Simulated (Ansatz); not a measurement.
System: C6H8N, net charge 0, doublet state. It need not be the lowest isomer of its formula. 
Coordinates optimised at B3LYP-D3(BJ)/def2-TZVP (Ansatz, an electronic-structure program):
```xyz
15

C      2.4990    -0.4846     0.2380
C      1.2116    -0.0606    -0.0179
C      0.7305     1.0108    -0.8112
C     -0.6688     1.0148    -0.7401
C     -1.0665    -0.0310     0.0802
N      0.0712    -0.6668     0.5059
C     -2.4213    -0.4784     0.4940
H      2.7017    -1.3331     0.8758
H      3.3364     0.0334    -0.2023
H      1.3583     1.6898    -1.3635
H     -1.3407     1.7012    -1.2292
H      0.0890    -1.4651     1.1151
H     -2.6224    -1.5077     0.1802
H     -3.1792     0.1615     0.0450
H     -2.5482    -0.4374     1.5805
```
Charge 0, spin multiplicity 2.

Total electronic energies in hartree. Correlated levels leave the core frozen unless marked. UHF or UKS for open shells. Spin-orbit coupling is left out. No relativistic terms. CBS marks a two-point X^-3 extrapolation of the correlation energy; Hartree-Fock from the larger set. [CCSD(T)-MP2]/basis is that difference in the basis named.

The UHF reference is spin-contaminated (<S^2> 0.27 over the pure value in the largest basis). 

| level | program | energy (Eh) |
|---|---|---|
| PBE-D3(BJ)/def2-TZVPD | Ansatz + dftd3 | -287.90962 |
| revPBE/def2-TZVPD | Ansatz | -288.18969 |
| PBE0/def2-SVP | Ansatz | -287.61969 |
| PBE0-D3(BJ)/def2-TZVPD | Ansatz + dftd3 | -287.93730 |
| r2SCANh-D4/def2-TZVPD | Ansatz + dftd4 | -288.09388 |
| r2SCAN0/def2-TZVPD | Ansatz | -288.07223 |
| LC-wPBE-D4/def2-TZVPD | Ansatz + dftd4 | -288.08507 |
| LC-wPBE/def2-TZVPD | Ansatz | -288.07058 |
| MP2/6-31G* | Ansatz | -287.16828 |
| MP2/cc-pwCVTZ | Ansatz | -287.53860 |
| SCS-MP2/6-31G* | Ansatz | -287.14409 |
| CCSD/6-31G | Ansatz | -286.83870 |
| CCSD(T)/STO-3G | Ansatz | -283.23535 |
| RI-MP2/CBS(cc-pVTZ,cc-pVQZ)+[CCSD(T)-MP2]/cc-pVDZ | Ansatz | -287.7756 |
| RI-MP2/CBS(cc-pVTZ,cc-pVQZ)+[CCSD(T)-MP2]/cc-pVTZ | Ansatz | -287.7783 |

Totals of different functionals don't rank their quality; only differences between species are comparable.
